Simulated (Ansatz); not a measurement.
```yaml
crystal:
  periodic: [false, false, false]
  atoms:
    - {symbol: O, position_ang: [-0.890869, 1.147606, 0.204435]}
    - {symbol: Si, position_ang: [0.164799, -0.038686, 0.551814]}
    - {symbol: F, position_ang: [-0.400286, -1.018069, 1.673824]}
    - {symbol: Se, position_ang: [0.540014, -1.421484, -1.204600]}
    - {symbol: H, position_ang: [-1.674022, 0.919780, -0.301088]}
    - {symbol: H, position_ang: [1.365177, 0.632520, 1.074824]}
    - {symbol: H, position_ang: [0.956388, -0.289768, -2.044810]}
basis:
  gaussian: {orbitals: def2-SVPD}
hamiltonian: {xc: {name: SPW92}}
scf: {lower_state_search: full}
output: {forces: true}
```

```sh
$ ansatz run in.yaml --threads 2 --pin off --events-out ev --progress --plain --max-ram 4352MiB
```

Output, abridged:

```
Functional definition: SPW92
1241 factors; their error is unknown
mean field evaluation 1: about -77865.9983 eV, gradient 6.5e1 eV
mean field evaluation 2: about -77827.8591 eV, gradient 1.5e2 eV
mean field evaluation 4: about -77872.7565 eV, gradient 1.4e1 eV
mean field evaluation 8: about -77873.0863 eV, gradient 2.4e-1 eV
mean field evaluation 16: about -77873.0579 eV, gradient 2.6e-4 eV
mean field -77873.05788927 eV, -2861.7820931760 hartree, gradient 5.3e-5 eV, S^2 0.000000; 0 other end points of the search recorded, 0 dependent functions left out
reference -77873.05794667 eV, -2861.7820952857 hartree; 34, 34 occupied and 101, 101 virtual orbitals, 1241 factors
Total energy: -77873.05794667 eV, -2861.7820952857 hartree
Atom 0 at    -0.890869     1.147606     0.204435 Å, force     0.068742     0.688263     0.198983 eV/Å
Atom 1 at     0.164799    -0.038686     0.551814 Å, force     0.837249     0.131649    -0.889398 eV/Å
Atom 2 at    -0.400286    -1.018069     1.673824 Å, force    -0.468082    -0.853756     0.911166 eV/Å
Atom 3 at     0.540014    -1.421484    -1.204600 Å, force    -0.131774    -0.286734     0.199590 eV/Å
Atom 4 at    -1.674022     0.919780    -0.301088 Å, force    -0.663096    -0.106870    -0.418724 eV/Å
Atom 5 at     1.365177     0.632520     1.074824 Å, force     0.275530     0.166283     0.151613 eV/Å
Atom 6 at     0.956388    -0.289768    -2.044810 Å, force     0.081430     0.261165    -0.153231 eV/Å
Dipole moment:    -0.053241     0.155786    -0.298819 e Å
```

Run time 0.9 s (2 threads of an Intel Xeon 6975P-C on a shared host); peak host memory 0.18 GiB.
